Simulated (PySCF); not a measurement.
Structure with atom numbers: `[CH3:1][C:2]#[C:3][CH2:4][C:5](=[O:6])[O:7][C:8]([CH3:9])=[O:10]`; H(Xn) means a hydrogen on atom n.

How the numbers were obtained: coordinates at the GFN2-xTB level, NMR shieldings at PBE0/pcSseg-1/GIAO, in PySCF (fast rotation and ring inversion assumed for equivalent nuclei, non-relativistic, one conformer, no solvent model).

List the cross peaks expected in HSQC, COSY and HMBC spectra.

## Answers



HSQC (one-bond C–H):
```
          δH         δC
3.15 (H(C4))  30.6 (C4)
2.14 (H(C9))  24.2 (C9)
2.02 (H(C1))   4.7 (C1)
```

HMBC (two and three bonds, from the bond graph):
```
          δH                                δC
3.15 (H(C4))  167.0 (C5), 88.1 (C2), 77.1 (C3)
2.14 (H(C9))                        170.3 (C8)
2.02 (H(C1))              88.1 (C2), 77.1 (C3)
```

No COSY cross peaks are expected.

Scale: TMS for ¹H, ¹³C (reference shieldings calculated alike).

Shifts are as computed. Against solution values, carbons near 30 ppm lie about +3 ppm off and those near 130 ppm about +5 ppm. Of 1211 compounds with measured shifts, 218 miss one by over three times the rms of a fit or turn the order of signals round; such compounds aren't used in these exercises.
